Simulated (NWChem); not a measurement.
Molecule: C₂H₈Si; SMILES C[SiH2]C

```xyz
11

Si     0.0000     0.0000    -0.5326
C     -1.5561     0.0000     0.5256
C      1.5561     0.0000     0.5256
H      0.0000     1.2075    -1.4212
H      0.0000    -1.2075    -1.4212
H     -1.5926    -0.8908     1.1723
H     -2.4607     0.0000    -0.1019
H     -1.5926     0.8908     1.1723
H      2.4607     0.0000    -0.1019
H      1.5926    -0.8908     1.1723
H      1.5926     0.8908     1.1723
```
Atoms are numbered in this order, from 1.

Results from NWChem. Geometry optimised at PBE0/def2-SVP; all other runs use it. 

```
quantity                                                          level       value
--------------------------------------------------  -------------------  ----------
dipole in solution (D) in water                      PBE0/def2-SVP, SMD        1.10
anisotropy (bohr³), static                               PBE0/def2-SVPD         9.0
−ε(HOMO) (eV)                                              PBE/def2-SVP  (withheld)
vertical, lowest state with f > 0.02, singlet (eV)  PBE0/def2-SVPD, TDA        8.21
dipole (D)                                                PBE0/def2-SVP  (withheld)
highest harmonic frequency (cm⁻¹)                         PBE0/def2-SVP  (withheld)
```

Q: Some entries are withheld; supply them.

A: 
- −ε(HOMO) (eV), value: 7.45
- dipole (D), value: 0.80
- highest harmonic frequency (cm⁻¹), value: 3166
